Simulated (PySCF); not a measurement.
C9H8N2S.

```xyz
20

C     -1.6712    -2.1477    -0.1757
C     -1.7340    -0.6518    -0.0354
C     -2.9691     0.0623     0.0894
C     -2.8094     1.4151     0.2418
S     -1.1441     1.8628     0.2373
C     -0.6403     0.1996     0.0278
C      0.7875    -0.1169    -0.0422
C      1.7479     0.5506     0.7430
N      3.0476     0.2742     0.6843
C      3.4173    -0.6920    -0.1596
N      2.6098    -1.3896    -0.9599
C      1.3118    -1.0961    -0.9069
H     -2.5173    -2.6191     0.3468
H     -1.7274    -2.4621    -1.2320
H     -0.7417    -2.5604     0.2421
H     -3.9441    -0.4278     0.0740
H     -3.5810     2.1750     0.3542
H      1.4341     1.3314     1.4465
H      4.4863    -0.9313    -0.2020
H      0.6531    -1.6417    -1.5898
```

Geometry: B3LYP-D3(BJ)/def2-SVP. The structure was generated by enumeration, and PubChem lists no compound with its InChIKey, so it may never have been made. Other conformers were not sampled.

Level of theory: HF/pcSseg-1 (PySCF). Non-relativistic, no solvent.

Give the absolute GIAO shielding of each atom: isotropic value and principal components (ppm). (The exact figures need the calculation; the answer reports its results.)


| atom | σ(iso) | σ11 | σ22 | σ33 | span |
|---|---|---|---|---|---|
| C1 | 175.2 | 165.8 | 171.2 | 188.6 | 22.8 |
| C2 | 49.5 | -39.2 | 30.0 | 157.8 | 197.0 |
| C3 | 53.6 | -42.2 | 57.1 | 145.9 | 188.1 |
| C4 | 49.3 | -60.3 | 50.6 | 157.7 | 218.1 |
| S5 | 335.9 | 186.3 | 389.4 | 431.9 | 245.6 |
| C6 | 47.3 | -43.3 | 47.2 | 138.0 | 181.3 |
| C7 | 60.5 | -52.5 | 54.6 | 179.4 | 232.0 |
| C8 | 21.3 | -96.5 | 11.3 | 149.1 | 245.6 |
| N9 | -67.1 | -314.1 | -180.7 | 293.4 | 607.6 |
| C10 | 21.6 | -88.7 | 16.7 | 136.8 | 225.5 |
| N11 | -64.7 | -310.2 | -178.9 | 295.1 | 605.3 |
| C12 | 21.1 | -97.2 | 7.7 | 152.8 | 249.9 |
| H13 | 29.3 | 23.2 | 28.0 | 36.6 | 13.4 |
| H14 | 29.1 | 24.7 | 26.3 | 36.3 | 11.6 |
| H15 | 29.3 | 23.6 | 30.7 | 33.6 | 10.0 |
| H16 | 24.6 | 20.7 | 25.2 | 27.9 | 7.2 |
| H17 | 24.2 | 21.1 | 24.4 | 27.2 | 6.1 |
| H18 | 22.5 | 16.7 | 21.0 | 29.9 | 13.2 |
| H19 | 22.3 | 17.5 | 24.3 | 25.1 | 7.6 |
| H20 | 22.6 | 17.3 | 21.2 | 29.3 | 11.9 |
